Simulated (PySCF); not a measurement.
PySCF input file for C₂H₄Cl₂Si, SMILES Cl/C=C\[SiH2]Cl, TDA-PBE/def2-SVPD. Geometry: PBE0-D3(BJ)/def2-SVP. The structure was generated by enumeration; whether it is a known compound was not checked. One conformer was computed; it need not be the lowest.

```python
import numpy as np
from pyscf import gto, scf, dft, tdscf

mol = gto.M(
    atom='''
    Cl   -0.44712184    2.55459315    0.00000000
    C     1.02551075    1.64399827   -0.00000000
    C     1.03916889    0.31067642    0.00000000
    Si   -0.51628132   -0.72495714   -0.00000000
    Cl    0.06864073   -2.71460850    0.00000000
    H     1.91543632    2.27978404    0.00000000
    H     2.02102615   -0.17578460   -0.00000001
    H    -1.33121153   -0.48119330   -1.22125548
    H    -1.33121152   -0.48119330    1.22125549
    ''',
    basis='def2-SVPD',
    charge=0,
    spin=0,
    symmetry=True,
    max_memory=1600,
    verbose=4,
)
mf = dft.RKS(mol, xc='pbe').density_fit(auxbasis='def2-universal-jkfit')
mf.grids.level = 3
mf.conv_tol = 1e-9
mf.max_cycle = 100
mf.kernel()
mf.grids = dft.Grids(mol).set(level=1).build(with_non0tab=True)  # coarser grid for the response kernel
td = tdscf.TDA(mf)
td.singlet = True
td.nstates = 10
td.conv_tol = 1e-4
td.positive_eig_threshold = 1e-6
td.kernel(x0=td.get_init_guess(mf, 15))
td.analyze()
tt = tdscf.TDA(mf)
tt.singlet = False
tt.nstates = 4
tt.conv_tol = 1e-4
tt.positive_eig_threshold = 1e-6
tt.kernel(x0=tt.get_init_guess(mf, 9))
tt.analyze(verbose=3)
```

It prints:

```
PySCF version 2.14.0

[INPUT] verbose = 4
[INPUT] num. atoms = 9
[INPUT] num. electrons = 64
[INPUT] charge = 0
[INPUT] spin (= nelec alpha-beta = 2S) = 0
[INPUT] symmetry True subgroup None
[INPUT] Mole.unit = angstrom
[INPUT] Symbol           X                Y                Z      unit          X                Y                Z       unit  Magmom
[INPUT]  1 Cl    -0.447121840000   2.554593150000   0.000000000000 AA   -0.844937821912   4.827481413190   0.000000000000 Bohr   0.0
[INPUT]  2 C      1.025510750000   1.643998270000   0.000000000000 AA    1.937934455297   3.106706479559   0.000000000000 Bohr   0.0
[INPUT]  3 C      1.039168890000   0.310676420000   0.000000000000 AA    1.963744599268   0.587093347160   0.000000000000 Bohr   0.0
[INPUT]  4 Si    -0.516281320000  -0.724957140000   0.000000000000 AA   -0.975630298029  -1.369970446648   0.000000000000 Bohr   0.0
[INPUT]  5 Cl     0.068640730000  -2.714608500000   0.000000000000 AA    0.129712180690  -5.129866600416   0.000000000000 Bohr   0.0
[INPUT]  6 H      1.915436320000   2.279784040000   0.000000000000 AA    3.619650053845   4.308167458754   0.000000000000 Bohr   0.0
[INPUT]  7 H      2.021026150000  -0.175784600000  -0.000000010000 AA    3.819185914084  -0.332184750916  -0.000000018897 Bohr   0.0
[INPUT]  8 H     -1.331211530000  -0.481193300000  -1.221255480000 AA   -2.515625205563  -0.909323549976  -2.307838385324 Bohr   0.0
[INPUT]  9 H     -1.331211520000  -0.481193300000   1.221255490000 AA   -2.515625186666  -0.909323549976   2.307838404222 Bohr   0.0

nuclear repulsion = 312.997316576666
point group symmetry = Cs
symmetry origin: [-2.65742734e-09  2.06688788e-09  6.93889390e-18]
symmetry axis x: [ 1.00000000e+00  1.80658621e-10 -7.52614886e-10]
symmetry axis y: [ 1.80658621e-10 -1.00000000e+00  1.16091923e-11]
symmetry axis z: [7.52614886e-10 1.16091705e-11 1.00000000e+00]
num. orbitals of irrep A' = 103
num. orbitals of irrep A" = 47
number of shells = 64
number of NR pGTOs = 232
number of NR cGTOs = 150
basis = def2-SVPD
ecp = {}


******** <class 'pyscf.df.df_jk.DFSymAdaptedRKS'> ********
method = DFSymAdaptedRKS
initial guess = minao
damping factor = 0
level_shift factor = 0
DIIS = <class 'pyscf.scf.diis.CDIIS'>
diis_start_cycle = 1
diis_space = 8
diis_damp = 0
SCF conv_tol = 1e-09
SCF conv_tol_grad = None
SCF max_cycles = 100
direct_scf = False
XC library pyscf.dft.libxc version 7.1.2
    S. Lehtola, C. Steigemann, M. J. T. Oliveira, and M. A. L. Marques,  SoftwareX 7, 1–5 (2018)
XC functionals = pbe
    J. P. Perdew, K. Burke, and M. Ernzerhof,  Phys. Rev. Lett. 77, 3865 (1996)
    J. P. Perdew, K. Burke, and M. Ernzerhof,  Phys. Rev. Lett. 78, 1396 (1997)
    J. P. Perdew, K. Burke, and M. Ernzerhof,  Phys. Rev. Lett. 77, 3865 (1996)
    J. P. Perdew, K. Burke, and M. Ernzerhof,  Phys. Rev. Lett. 78, 1396 (1997)
radial grids:
    Treutler-Ahlrichs [JCP 102, 346 (1995); DOI:10.1063/1.469408] (M4) radial grids

becke partition: Becke, JCP 88, 2547 (1988); DOI:10.1063/1.454033
pruning grids: <function nwchem_prune>
grids dens level: 3
symmetrized grids: True
atomic radii adjust function: <function treutler_atomic_radii_adjust>
small_rho_cutoff = 0
Freeze 0 electrons in irreps []
    64 free electrons in irreps A' A"
Set gradient conv threshold to 3.16228e-05
Initial guess from minao.
tot grids = 124408
init E= -1287.75389925564
HOMO (A") = -0.296250204779648  LUMO (A") = -0.112755499591363  gap/eV = 4.99315
cycle= 1 E= -1287.44165233971  delta_E= 0.312  |g|= 0.399  |ddm|= 4.46
HOMO (A") = -0.214301057524761  LUMO (A") = -0.0451331967344779  gap/eV = 4.60329
cycle= 2 E= -1287.35292087694  delta_E= 0.0887  |g|= 0.67  |ddm|= 1.36
HOMO (A") = -0.246133697720469  LUMO (A") = -0.074572005947279  gap/eV = 4.66843
cycle= 3 E= -1287.47277065027  delta_E= -0.12  |g|= 0.201  |ddm|= 0.974
HOMO (A") = -0.252995432574491  LUMO (A") = -0.0805447484557598  gap/eV = 4.69262
cycle= 4 E= -1287.48473343239  delta_E= -0.012  |g|= 0.0385  |ddm|= 0.324
HOMO (A") = -0.252246541715836  LUMO (A") = -0.078863025591053  gap/eV = 4.71801
cycle= 5 E= -1287.48510295648  delta_E= -0.00037  |g|= 0.0182  |ddm|= 0.109
HOMO (A") = -0.252140605887048  LUMO (A") = -0.0796672553433271  gap/eV = 4.69324
cycle= 6 E= -1287.48519690243  delta_E= -9.39e-05  |g|= 0.00458  |ddm|= 0.0352
HOMO (A") = -0.25196580903242  LUMO (A") = -0.0793209356482665  gap/eV = 4.69791
cycle= 7 E= -1287.48520325562  delta_E= -6.35e-06  |g|= 0.00131  |ddm|= 0.00898
HOMO (A") = -0.2520863038234  LUMO (A") = -0.0794409815009751  gap/eV = 4.69792
cycle= 8 E= -1287.48520374388  delta_E= -4.88e-07  |g|= 0.000336  |ddm|= 0.0028
HOMO (A") = -0.252044795009037  LUMO (A") = -0.079405070636692  gap/eV = 4.69777
cycle= 9 E= -1287.48520377651  delta_E= -3.26e-08  |g|= 7e-05  |ddm|= 0.000724
HOMO (A") = -0.252049166768998  LUMO (A") = -0.0794092770247254  gap/eV = 4.69777
cycle= 10 E= -1287.48520377806  delta_E= -1.56e-09  |g|= 1.37e-05  |ddm|= 0.000173
HOMO (A") = -0.252049021577029  LUMO (A") = -0.079409878828522  gap/eV = 4.69775
cycle= 11 E= -1287.48520377812  delta_E= -5.57e-11  |g|= 4.85e-06  |ddm|= 3.32e-05
HOMO (A") = -0.252048983541358  LUMO (A") = -0.0794093414335793  gap/eV = 4.69776
Extra cycle  E= -1287.48520377811  delta_E= 8.64e-12  |g|= 6.98e-06  |ddm|= 2.52e-05
converged SCF energy = -1287.48520377811
tot grids = 39296
Overwritten attributes  positive_eig_threshold  of <class 'pyscf.tdscf.rks.TDA'>


******** <class 'pyscf.tdscf.rks.TDA'> for <class 'pyscf.df.df_jk.DFSymAdaptedRKS'> ********
nstates = 10 singlet
deg_eia_thresh = 1.000e-03
wfnsym = None
conv_tol = 0.0001
eigh lindep = 1e-12
eigh level_shift = 0
eigh max_cycle = 100


Excitation energies (eV)
[5.54200327 5.55979795 5.97860638 6.02412885 6.10425948 6.37599584
 6.77568771 6.81754314 6.85734527 6.97022852]

** Singlet excitation energies and oscillator strengths **
Excited State   1:   A'      5.54200 eV    223.72 nm  f=0.0076
      31 -> 33        0.67116
      32 -> 33       -0.20021
Excited State   2:   A"      5.55980 eV    223.00 nm  f=0.0003
      30 -> 33        0.70291
Excited State   3:   A"      5.97861 eV    207.38 nm  f=0.0002
      29 -> 33       -0.31321
      32 -> 34       -0.62760
Excited State   4:   A"      6.02413 eV    205.81 nm  f=0.0000
      29 -> 33       -0.63304
      32 -> 34        0.30844
Excited State   5:   A'      6.10426 eV    203.11 nm  f=0.2257
      25 -> 33        0.20031
      29 -> 34        0.10353
      31 -> 33        0.19984
      32 -> 33        0.59730
Excited State   6:   A"      6.37600 eV    194.45 nm  f=0.0045
      32 -> 35        0.69471
Excited State   7:   A"      6.77569 eV    182.98 nm  f=0.0000
      32 -> 36        0.69689
Excited State   8:   A"      6.81754 eV    181.86 nm  f=0.0030
      31 -> 34       -0.68836
      31 -> 35       -0.12872
Excited State   9:   A'      6.85735 eV    180.80 nm  f=0.0276
      30 -> 34       -0.69367
Excited State  10:   A"      6.97023 eV    177.88 nm  f=0.0007
      28 -> 33       -0.67866
      32 -> 37        0.13239

** Transition electric dipole moments (AU) **
state          X           Y           Z        Dip. S.      Osc.
  1         0.2029      0.1203      0.0000      0.0556      0.0076
  2         0.0000      0.0000      0.0496      0.0025      0.0003
  3        -0.0000     -0.0000     -0.0365      0.0013      0.0002
  4         0.0000      0.0000      0.0145      0.0002      0.0000
  5         0.0796     -1.2260      0.0000      1.5093      0.2257
  6        -0.0000     -0.0000     -0.1694      0.0287      0.0045
  7         0.0000      0.0000      0.0077      0.0001      0.0000
  8         0.0000      0.0000      0.1332      0.0178      0.0030
  9         0.1853     -0.3603      0.0000      0.1641      0.0276
 10        -0.0000     -0.0000     -0.0640      0.0041      0.0007

** Transition velocity dipole moments (imaginary part, AU) **
state          X           Y           Z        Dip. S.      Osc.
  1         0.0102      0.0133      0.0000      0.0003      0.0009
  2        -0.0000      0.0000     -0.0210      0.0004      0.0014
  3         0.0000      0.0000      0.0078      0.0001      0.0002
  4        -0.0000     -0.0000     -0.0136      0.0002      0.0006
  5        -0.0310     -0.0809      0.0000      0.0075      0.0223
  6         0.0000      0.0000     -0.0883      0.0078      0.0222
  7        -0.0000     -0.0000      0.0157      0.0002      0.0007
  8        -0.0000      0.0000      0.0487      0.0024      0.0063
  9         0.0524     -0.0325      0.0000      0.0038      0.0101
 10         0.0000     -0.0000      0.0394      0.0016      0.0040

** Transition magnetic dipole moments (imaginary part, AU) **
state          X           Y           Z
  1         0.0000     -0.0000      0.1419
  2         0.1229     -0.2372      0.0000
  3        -0.3507      0.2422      0.0000
  4        -0.3898      0.1271     -0.0000
  5         0.0000      0.0000      0.9288
  6         0.2782     -0.0268     -0.0000
  7        -0.0417      0.8593      0.0000
  8         1.0158      0.2611      0.0000
  9        -0.0000      0.0000     -1.0252
 10        -0.0446      0.7828     -0.0000


******** <class 'pyscf.tdscf.rks.TDA'> for <class 'pyscf.df.df_jk.DFSymAdaptedRKS'> ********
nstates = 4 triplet
deg_eia_thresh = 1.000e-03
wfnsym = None
conv_tol = 0.0001
eigh lindep = 1e-12
eigh level_shift = 0
eigh max_cycle = 100


Excitation energies (eV)
[3.94251777 5.33953398 5.3966354  5.84224034]

** Triplet excitation energies and oscillator strengths **
Excited State   1:   A'      3.94252 eV    314.48 nm  f=0.0000
Excited State   2:   A"      5.33953 eV    232.20 nm  f=0.0000
Excited State   3:   A'      5.39664 eV    229.74 nm  f=0.0000
Excited State   4:   A"      5.84224 eV    212.22 nm  f=0.0000
```

Self-consistency was reached.

Cost: roughly 40 core-seconds.
